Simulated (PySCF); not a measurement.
Compound: C6H4Cl2.
Structure used (PBE0-D3(BJ)/def2-SVP), in Å, numbered top down from 1:
```
atom  x, y, z in Å
C1     3.431   -0.184    1.520
C2     2.302    0.262    1.485
C3     1.003    0.815    1.469
C4    -0.055    0.293    0.807
Cl5    0.143   -1.161   -0.105
C6    -1.401    0.875    0.797
C7    -2.459    0.374    0.147
Cl8   -1.593    2.340    1.719
H9     4.426   -0.589    1.544
H10    0.832    1.735    2.034
H11   -2.356   -0.542   -0.434
H12   -3.428    0.872    0.193
```

Theory: PySCF, PBE0-D3(BJ)/def2-SVP geometry optimisation, gas phase.

Masses are those of the commonest isotopes; rigid-rotor values at the optimised geometry. The values belong to one conformer with, in the numbering `[CH:1]#[C:2]/[CH:3]=[C:4](\[Cl:5])[C:6](=[CH2:7])[Cl:8]`, C3–C4–C6–C7 180°.

What are A, B and C (MHz)?

Ia = 234.21, Ib = 515.30, Ic = 749.51 u·Å²; 505379 MHz·u·Å²/I gives A = 2158, B = 980.8, C = 674.3 MHz.

What kind of rotor is it?

An asymmetric top: κ = (2 × 980.8 − 2158 − 674.3)/(2158 − 674.3) = -0.59.

What does the inertial defect say?

Planar: Δ = Ic − Ia − Ib = 0.00 u·Å². For a rigid frame Δ = −2 Σ m c², so it vanishes when all atoms lie in the ab plane; here none is more than 0.01 Å from it.

List the rotational levels J(Ka,Kc) to J = 3 (cm⁻¹).

Above 0(0,0):
J = 1: 1(0,1) 0.0552, 1(1,1) 0.0945, 1(1,0) 0.1047
J = 2: 2(0,2) 0.1639, 2(1,2) 0.1947, 2(1,1) 0.2253, 2(2,1) 0.3431, 2(2,0) 0.3449
J = 3: 3(0,3) 0.3228, 3(1,3) 0.3439, 3(1,2) 0.4051, 3(2,2) 0.5087, 3(2,1) 0.5172, 3(3,1) 0.7316, 3(3,0) 0.7318

Which lines would a microwave search look for?

The dipole components are |μa| = 0.07 D, |μb| = 0.34 D, |μc| = 0.00 D; the mirror of this Cs structure is the ab plane, so μc vanishes by symmetry and there are no c-type lines. Intensities carry the squares of the components, which stand as 0.04 : 1.00 (a : b). Some lines, for components of 0.1 D or more:

```json
{"type": "b", "branch": "Q", "J(Ka,Kc)": "1(1,0) ← 1(0,1)", "MHz": "1484", "lower level (cm⁻¹)": "0.055"}
{"type": "b", "branch": "Q", "J(Ka,Kc)": "2(1,1) ← 2(0,2)", "MHz": "1842", "lower level (cm⁻¹)": "0.164"}
{"type": "b", "branch": "R", "J(Ka,Kc)": "2(0,2) ← 1(1,1)", "MHz": "2081", "lower level (cm⁻¹)": "0.094"}
{"type": "b", "branch": "R", "J(Ka,Kc)": "1(1,1) ← 0(0,0)", "MHz": "2832", "lower level (cm⁻¹)": "0.000"}
{"type": "b", "branch": "Q", "J(Ka,Kc)": "2(2,0) ← 2(1,1)", "MHz": "3584", "lower level (cm⁻¹)": "0.225"}
{"type": "b", "branch": "R", "J(Ka,Kc)": "2(1,2) ← 1(0,1)", "MHz": "4181", "lower level (cm⁻¹)": "0.055"}
{"type": "b", "branch": "Q", "J(Ka,Kc)": "2(2,1) ← 2(1,2)", "MHz": "4451", "lower level (cm⁻¹)": "0.195"}
{"type": "b", "branch": "R", "J(Ka,Kc)": "2(2,1) ← 1(1,0)", "MHz": "7148", "lower level (cm⁻¹)": "0.105"}
{"type": "b", "branch": "R", "J(Ka,Kc)": "2(2,0) ← 1(1,1)", "MHz": "7507", "lower level (cm⁻¹)": "0.094"}
```

Estimate the classical rotational partition function at 10 K, 200 K and 298.15 K.

Point group Cs, symmetry number σ = 1; q = (√π/σ)·√((kT/h)³/(ABC)), k/h = 20836.6 MHz/K: 4460 at 10 K, 399000 at 200 K, 727000 at 298.15 K.

Whether it is a minimum is left open (no frequencies). Zero-point vibration and centrifugal distortion are left out. Quadrupole hyperfine structure (35Cl) is left out.
